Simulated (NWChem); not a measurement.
# C₄H₄O₂; SMILES Oc1ccco1

```xyz
10

O     -0.1034     1.9925     0.0000
C      0.0744     0.6716     0.0000
C      1.1679    -0.1488     0.0000
C      0.6291    -1.4791     0.0000
C     -0.7225    -1.3478     0.0000
O     -1.0608    -0.0273     0.0000
H      0.7595     2.4188     0.0000
H      2.2133     0.1503     0.0000
H      1.1881    -2.4126     0.0000
H     -1.5501    -2.0505     0.0000
```
Atoms are numbered in this order, from 1.

Computed with NWChem. Coordinates come from a PBE0/def2-SVP optimisation. Level: PBE/def2-SVP with SMD (1 M gas to 1 M solution), gas-phase geometry.

For solvent tetrahydrofuran:

```
Quantity                                     Result
-------------------------------------------  ------
cavity-dispersion-structure term (kcal/mol)    -1.2
dipole in solution (D)                         2.09
```

Question: Estimate the same quantities for solvent 1-propanol.

Answer: 
| Item | Result |
|---|---|
| cavity-dispersion-structure term (kcal/mol) | 2.3 |
| dipole in solution (D) | 2.35 |
